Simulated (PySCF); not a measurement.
trimethylsulfonium (C3H9S), SMILES C[S+](C)C, charge +1. Heavy atoms are numbered as in [CH3:1][S+:2]([CH3:3])[CH3:4]. Hydrogens are named by the atom that carries them.

The structure is a stationary point at PBE0-D3(BJ)/def2-SVP.

All values below come from PBE/def2-TZVP (PySCF).

ESP charges are fitted to the potential on shells at 1.4 to 2.0 van der Waals radii. Atomic charges (e), one atom of each kind:

```tsv
atom	ESP fit	IAO	Mulliken
C1 (CH3)	-0.64	-0.55	-0.35
S2	0.44	0.80	0.32
H on C1	0.26	0.19	0.18
```

**Question.** Give the Mayer and Wiberg (Löwdin basis) orders of the bonds. (Estimate from the structure and the level; the computed values follow.)

**Answer.** 
```csv
bond,Mayer,Wiberg
C1–S2,1.01,1.33
S2–C3,1.01,1.33
S2–C4,1.01,1.33
```
